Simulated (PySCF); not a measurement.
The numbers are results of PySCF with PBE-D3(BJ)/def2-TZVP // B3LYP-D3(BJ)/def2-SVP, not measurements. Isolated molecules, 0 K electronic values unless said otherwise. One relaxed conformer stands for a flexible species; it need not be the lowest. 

Reference species (SMILES): `C[CH2][Ge]([I])([I])[CH2]C` (C–C–Ge–I torsion 58°, I–Ge–C–C torsion -59°) (neutral, multiplicity 1).

```yaml
HOMO: -6.20 eV
HOMO–LUMO gap: 3.91 eV
```

Changed species: `C[CH2][Ge]([CH2]C)([CH2]C)[CH2]C` (0 of 4 C2H5 replaced by I; the reference has 2 of 4 C2H5 replaced by I).

**Question.** Predict the effect on the HOMO and HOMO–LUMO gap.

**Answer.** the HOMO falls by 0.03 eV, to -6.23 eV; the HOMO–LUMO gap rises by 2.40 eV, to 6.31 eV.
